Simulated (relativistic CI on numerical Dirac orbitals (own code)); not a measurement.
Hyperfine structure of Tm LIII, mass number 171

Calculated at this level of theory: Dirac-Coulomb-Breit CI, separate exchange-only KLI orbitals for each configuration, QED by a radiative potential, unscaled Slater integrals (own radial code, finite nucleus).

CI space (outside the closed core [Ne]): 3s²3p⁵, 3s3p⁶, 3s²3p⁴3d, 3s3p⁵3d, 3p⁶3d, 3s3p⁴3d², 3s²3p³3d4p, 3p⁶4s, 3s3p⁴3d4s, 3s²3p⁴4s, 3p⁶4p, 3s²3p⁴4p, 3s²3p³3d², 3s²3p²3d³, 3s3p³3d³, 3s²3p²3d²4s, 3s²3p²3d²4p. Double excitations out of closed p, d and f shells are left out; levels of such configurations are missing from the list, as are those of other unlisted configurations, and high levels can miss mixing partners.

Nuclear spin I = 1/2, μ = -0.23 μN (tables of Stone and Pyykkö). The electronic factors are computed for point nuclear moments, without core polarisation or the Bohr-Weisskopf and QED corrections.

| Level | E (eV) | A (GHz) |
| --- | --- | --- |
| 3s²3p⁵ ²P°3/2 | 0.000 | -75.71 |
| 3s²3p⁴3d ²D3/2 | 242.078 | -42.59 |
| 3s²3p⁵ ²P°1/2 | 248.578 | -611.2 |
| 3s²3p⁴3d ⁴F9/2 | 276.245 | -42.94 |
| 3s²3p⁴3d ²P1/2 | 281.067 | 20.91 |
| 3s²3p⁴3d ²D5/2 | 302.593 | -21.7 |
| 3s²3p⁴3d ²D5/2 | 312.297 | -33.1 |
| 3s3p⁶ ²S1/2 | 422.837 | -1484 |

Levels with J = 0, under 50 % of one LS term, or S terms without an open s electron are left out. Small factors come from cancelling terms and can be off by tens of per cent or more.

At this charge energies of transitions that change n are usually good to better than 1 %, and those within a shell (Δn = 0) to a few per cent.

(1) Give the hyperfine levels of 3s²3p⁴3d ²D3/2 relative to its centre of gravity.

## Answers

(1) With K = F(F + 1) − I(I + 1) − J(J + 1), E = AK/2: F = 1: 53.24, F = 2: -31.94 GHz.

LS names give the leading component of a level, which can be under half, so a name can repeat, a term be missing and a line seem to break the LS rules.
